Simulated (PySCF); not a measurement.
Numbering as in the mapped SMILES `[CH2:1]=[CH:2][C:3](=[CH2:4])[CH:5]([CH3:6])[CH3:7]` (H(Xn): hydrogen on atom n). Ha(C4) is cis to C2; Ha(C1) is cis to C3; Hb(C4) is trans to C2; Hb(C1) is trans to C3.

GIAO PBE0/pcSseg-1 shifts (PySCF 2.14, gas phase, non-relativistic, equivalent atoms averaged), each against references optimised in the same way as the molecule (TMS).

On the GFN2-xTB geometry: C3 162.0, C2 147.7, C4 121.4, C1 118.1, C5 31.0, C6/C7 24.8, H(C2) 6.65, Ha(C1) 5.54, Hb(C1) 5.43, Hb(C4) 5.34, Ha(C4) 5.31, H(C5) 2.58, H(C6)/H(C7) 1.17 ppm.

**Question.** What changes on the PBE0-D3(BJ)/def2-SVP geometry?

**Answer.** 
```json
{"atoms": "C3", "δ (ppm)": "160.9", "change": "-1.1"}
{"atoms": "C2", "δ (ppm)": "147.8", "change": "+0.1"}
{"atoms": "C4", "δ (ppm)": "122.5", "change": "+1.1"}
{"atoms": "C1", "δ (ppm)": "119.3", "change": "+1.2"}
{"atoms": "C5", "δ (ppm)": "29.2", "change": "-1.8"}
{"atoms": "C6/C7", "δ (ppm)": "23.6", "change": "-1.2"}
{"atoms": "H(C2)", "δ (ppm)": "6.48", "change": "-0.17"}
{"atoms": "Ha(C1)", "δ (ppm)": "5.49", "change": "-0.05"}
{"atoms": "Hb(C1)", "δ (ppm)": "5.38", "change": "-0.05"}
{"atoms": "Hb(C4)", "δ (ppm)": "5.32", "change": "-0.02"}
{"atoms": "Ha(C4)", "δ (ppm)": "5.26", "change": "-0.05"}
{"atoms": "H(C5)", "δ (ppm)": "2.43", "change": "-0.15"}
{"atoms": "H(C6)/H(C7)", "δ (ppm)": "1.09", "change": "-0.08"}
```

Bonds between heavy atoms that differ most (equivalent bonds averaged): C3–C4 1.333 → 1.345 Å, C1–C2 1.328 → 1.340 Å, C2–C3 1.459 → 1.468 Å, C3–C5 1.512 → 1.516 Å, C5–C6 1.530 → 1.528 Å. Mean change of bonds to hydrogen: C–H +0.014 Å.
